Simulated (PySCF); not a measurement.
Computed IR spectrum (relative IR intensity) of a molecule CH5ClO2Si. Geometry optimised at B3LYP-D3(BJ)/def2-SVP. One conformer was computed; it need not be the lowest. All values below come from B3LYP-D3(BJ)/def2-SVP (PySCF 2.14.0). Frequencies are harmonic and unscaled.

Lines under 2 % of the strongest are left out, and lines within 2 cm⁻¹ are merged.

```
ν (cm⁻¹)  relative intensity
--------  ------------------
151                      7.2
184                       15
287                       21
325                       13
349                       26
528                       46
747                       43
791                       19
844                      100
886                       94
955                       56
1161                      89
1215                      63
1478                     3.5
2312                      48
3005                      27
3080                      14
3116                      12
3869                      49
```

Problem. Which molecule gave these data?
(A) OC[Si@@H](O)Cl
(B) CO[SiH](O)Cl
(C) C[Si](O)(O)Cl

Solution. B, CO[SiH](O)Cl
